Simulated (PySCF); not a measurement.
C$_{2}$H$_{6}$AlCl, triplet, geometry from GFN2-xTB (such geometries of metal compounds can be far from the true shape) (a higher spin typed on purpose: for a closed-shell molecule this is an excited state); CCSD(T)/STO-3G run with PySCF.

The PySCF input:
```python
from pyscf import gto, scf, cc

mol = gto.M(
    atom='''
Al    0.271241    0.586158    0.379600
C     1.867871   -0.785804   -0.094239
H     1.500749   -1.739977   -0.458322
H     2.528356   -0.911523    0.754817
H     2.363617   -0.241130   -0.893259
C    -0.276916   -0.987749    1.750137
H    -0.479454   -1.926424    1.244523
H    -1.192939   -0.576001    2.165147
H     0.476783   -1.104691    2.519037
Cl   -1.074646    0.560059   -1.188361
''',
    basis='sto-3g',
    charge=0,
    spin=2,
    verbose=4,
)

mf = scf.UHF(mol)
mf.kernel()

mycc = cc.CCSD(mf)
mycc.kernel()
et = mycc.ccsd_t()
print('E(CCSD(T)) = %.10f' % (mycc.e_tot + et))
```

Question: Write the output that PySCF gives for this input, abridged.

Answer: 
```
PySCF version 2.14.0

[INPUT] verbose = 4
[INPUT] num. atoms = 10
[INPUT] num. electrons = 48
[INPUT] charge = 0
[INPUT] spin (= nelec alpha-beta = 2S) = 2
[INPUT] symmetry False subgroup None
[INPUT] Mole.unit = angstrom
[INPUT] Symbol           X                Y                Z      unit          X                Y                Z       unit  Magmom
[INPUT]  1 Al     0.271241000000   0.586158000000   0.379600000000 AA    0.512571203753   1.107678085723   0.717340036885 Bohr   0.0
[INPUT]  2 C      1.867871000000  -0.785804000000  -0.094239000000 AA    3.529764626017  -1.484954347588  -0.178085900253 Bohr   0.0
[INPUT]  3 H      1.500749000000  -1.739977000000  -0.458322000000 AA    2.836004591715  -3.288079993042  -0.866103056863 Bohr   0.0
[INPUT]  4 H      2.528356000000  -0.911523000000   0.754817000000 AA    4.777900385401  -1.722528826242   1.426397404166 Bohr   0.0
[INPUT]  5 H      2.363617000000  -0.241130000000  -0.893259000000 AA    4.466588793366  -0.455669660416  -1.688014868303 Bohr   0.0
[INPUT]  6 C     -0.276916000000  -0.987749000000   1.750137000000 AA   -0.523295399510  -1.866575089813   3.307279610468 Bohr   0.0
[INPUT]  7 H     -0.479454000000  -1.926424000000   1.244523000000 AA   -0.906036749327  -3.640413759789   2.351807625722 Bohr   0.0
[INPUT]  8 H     -1.192939000000  -0.576001000000   2.165147000000 AA   -2.254327993313  -1.088484137476   4.091534849424 Bohr   0.0
[INPUT]  9 H      0.476783000000  -1.104691000000   2.519037000000 AA    0.900989290849  -2.087563442272   4.760290027646 Bohr   0.0
[INPUT] 10 Cl    -1.074646000000   0.560059000000  -1.188361000000 AA   -2.030786620859   1.058358123598  -2.245676827114 Bohr   0.0

nuclear repulsion = 189.491672204258
number of shells = 22
number of NR pGTOs = 102
number of NR cGTOs = 34
basis = sto-3g
ecp = {}

******** <class 'pyscf.scf.uhf.UHF'> ********
method = UHF
initial guess = minao
damping factor = 0
level_shift factor = 0
DIIS = <class 'pyscf.scf.diis.CDIIS'>
diis_start_cycle = 1
diis_space = 8
diis_damp = 0
SCF conv_tol = 1e-09
SCF conv_tol_grad = None
SCF max_cycles = 50
direct_scf = True
direct_scf_tol = 1e-13
number electrons alpha = 25  beta = 23
Set gradient conv threshold to 3.16228e-05
init E= -771.39387070026

cycle= 1 E= -771.812619592303  delta_E= -0.419  |g|= 0.177  |ddm|= 2.52
cycle= 2 E= -771.85566980264  delta_E= -0.0431  |g|= 0.0607  |ddm|= 0.443
cycle= 3 E= -771.86206563478  delta_E= -0.0064  |g|= 0.0186  |ddm|= 0.191
cycle= 4 E= -771.862727386784  delta_E= -0.000662  |g|= 0.00699  |ddm|= 0.0634
cycle= 5 E= -771.862821699521  delta_E= -9.43e-05  |g|= 0.00285  |ddm|= 0.0225
cycle= 6 E= -771.862840088079  delta_E= -1.84e-05  |g|= 0.00071  |ddm|= 0.0113
cycle= 7 E= -771.862841217325  delta_E= -1.13e-06  |g|= 0.000146  |ddm|= 0.00304
cycle= 8 E= -771.862841259325  delta_E= -4.2e-08  |g|= 4.97e-05  |ddm|= 0.000534
cycle= 9 E= -771.862841265261  delta_E= -5.94e-09  |g|= 1.44e-05  |ddm|= 0.000211
cycle= 10 E= -771.862841265781  delta_E= -5.2e-10  |g|= 3.54e-06  |ddm|= 6.66e-05
Extra cycle  E= -771.862841265802  delta_E= -2.14e-11  |g|= 2.02e-06  |ddm|= 7.99e-06
converged SCF energy = -771.862841265802  <S^2> = 2.0518277  2S+1 = 3.0343551

******** <class 'pyscf.cc.uccsd.UCCSD'> ********
CC2 = 0
CCSD nocc = (np.int64(25), np.int64(23)), nmo = (34, 34)
max_cycle = 50
direct = 0
conv_tol = 1e-07
conv_tol_normt = 1e-06
diis_space = 6
diis_start_cycle = 0
diis_start_energy_diff = 1e+09
Init t2, MP2 energy = -0.128372393025549
Init E_corr(UCCSD) = -0.128372393030168
cycle = 1  E_corr(UCCSD) = -0.156968498171025  dE = -0.0285961051  norm(t1,t2) = 0.0768872
cycle = 2  E_corr(UCCSD) = -0.16750235933294  dE = -0.0105338612  norm(t1,t2) = 0.0362663
cycle = 3  E_corr(UCCSD) = -0.176132787633402  dE = -0.0086304283  norm(t1,t2) = 0.0200548
cycle = 4  E_corr(UCCSD) = -0.176076646391019  dE = 5.61412424e-05  norm(t1,t2) = 0.00477571
cycle = 5  E_corr(UCCSD) = -0.175999701284329  dE = 7.69451067e-05  norm(t1,t2) = 0.00171492
cycle = 6  E_corr(UCCSD) = -0.17601482778777  dE = -1.51265034e-05  norm(t1,t2) = 0.000577009
cycle = 7  E_corr(UCCSD) = -0.176002037097324  dE = 1.27906904e-05  norm(t1,t2) = 0.000208925
cycle = 8  E_corr(UCCSD) = -0.176002512794646  dE = -4.75697322e-07  norm(t1,t2) = 7.80938e-05
cycle = 9  E_corr(UCCSD) = -0.176002388612148  dE = 1.24182498e-07  norm(t1,t2) = 3.21282e-05
cycle = 10  E_corr(UCCSD) = -0.176002886264408  dE = -4.97652261e-07  norm(t1,t2) = 1.1882e-05
cycle = 11  E_corr(UCCSD) = -0.176002649122803  dE = 2.37141605e-07  norm(t1,t2) = 4.793e-06
cycle = 12  E_corr(UCCSD) = -0.176002505520369  dE = 1.43602433e-07  norm(t1,t2) = 2.22109e-06
cycle = 13  E_corr(UCCSD) = -0.176002465309617  dE = 4.02107522e-08  norm(t1,t2) = 7.24323e-07
UCCSD converged
E(UCCSD) = -772.0388437311116  E_corr = -0.1760024653096171
UCCSD(T) correction = -0.00198565151023314
E(CCSD(T)) = -772.0408293826
```
